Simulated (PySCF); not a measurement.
Isomers of C4H9NSi2, mass 127.027 u with the commonest isotopes. Theory: PBE0/def2-SVPD in PySCF (dipole) on a GFN2-xTB geometry, gas phase. One conformer each, none proved a minimum here; rigid rotors.

Problem. Order these by radius of gyration √(Σ m r²/M), smallest first.
A. `C1[SiH2]C[Si]1(C)C#N`
B. `[N:1]#[C:2][Si@@H:3]([SiH3:4])[CH:5]1[CH2:6][CH2:7]1` with C2–Si3–C5–C6 85°
C. `[N:1]#[C:2][Si@@H:3]1[CH2:4][CH2:5][CH2:6][SiH2:7]1` with C2–Si3–C4–C5 -91°, Si3–C4–C5–C6 -51°, C4–C5–C6–Si7 53°, C5–C6–Si7–Si3 -28°

Solution. C (2.033 Å), A (2.066 Å), B (2.219 Å).

Problem. Order these by rotational constant B, largest first.
A. `C[Si]1(C#N)C[SiH2]C1`
B. `[N:1]#[C:2][Si@@H:3]([SiH3:4])[CH:5]1[CH2:6][CH2:7]1` with C2–Si3–C5–C6 85°
C. `[N:1]#[C:2][Si@@H:3]1[CH2:4][CH2:5][CH2:6][SiH2:7]1` with C2–Si3–C4–C5 -91°, Si3–C4–C5–C6 -51°, C4–C5–C6–Si7 53°, C5–C6–Si7–Si3 -28°

Solution. B (1340 MHz), C (1287 MHz), A (1235 MHz).

Problem. Order these by rotational constant A, smallest first.
A. `C[Si]1(C#N)C[SiH2]C1`
B. `[CH:1]#[C:2][C@H:3]1[CH2:4][SiH2:5][NH:6][SiH2:7]1` with C2–C3–C4–Si5 163°, C3–C4–Si5–N6 -28°, C4–Si5–N6–Si7 7°, Si5–N6–Si7–C3 11°
C. `[N:1]#[C:2][Si@@H:3]([SiH3:4])[CH:5]1[CH2:6][CH2:7]1` with C2–Si3–C5–C6 85°
D. `[N:1]#[C:2][Si@@H:3]1[CH2:4][CH2:5][CH2:6][SiH2:7]1` with C2–Si3–C4–C5 -91°, Si3–C4–C5–C6 -51°, C4–C5–C6–Si7 53°, C5–C6–Si7–Si3 -28°

Solution. C (1868 MHz), A (2617 MHz), D (2689 MHz), B (3284 MHz).

```json
{"SMILES": "N#C[Si@@H]1CCC[SiH2]1", "point group": "C1", "Ia (u·Å²)": "187.94", "Ib (u·Å²)": "392.76", "Ic (u·Å²)": "469.53", "κ": "-0.74", "μa (D)": "4.18", "μb (D)": "0.71", "μc (D)": "1.58"}
{"SMILES": "C[Si]1(C#N)C[SiH2]C1", "point group": "Cs", "Ia (u·Å²)": "193.15", "Ib (u·Å²)": "409.35", "Ic (u·Å²)": "481.94", "κ": "-0.76", "μa (D)": "2.85", "μb (D)": "2.85", "μc (D)": "0.00"}
{"SMILES": "N#C[Si@@H]([SiH3])C1CC1", "point group": "C1", "Ia (u·Å²)": "270.61", "Ib (u·Å²)": "377.18", "Ic (u·Å²)": "603.48", "κ": "-0.02", "μa (D)": "2.12", "μb (D)": "3.70", "μc (D)": "0.37"}
{"SMILES": "C#C[C@H]1C[SiH2]N[SiH2]1", "point group": "C1", "Ia (u·Å²)": "153.91", "Ib (u·Å²)": "385.37", "Ic (u·Å²)": "510.84", "κ": "-0.72", "μa (D)": "1.05", "μb (D)": "0.16", "μc (D)": "0.02"}
```
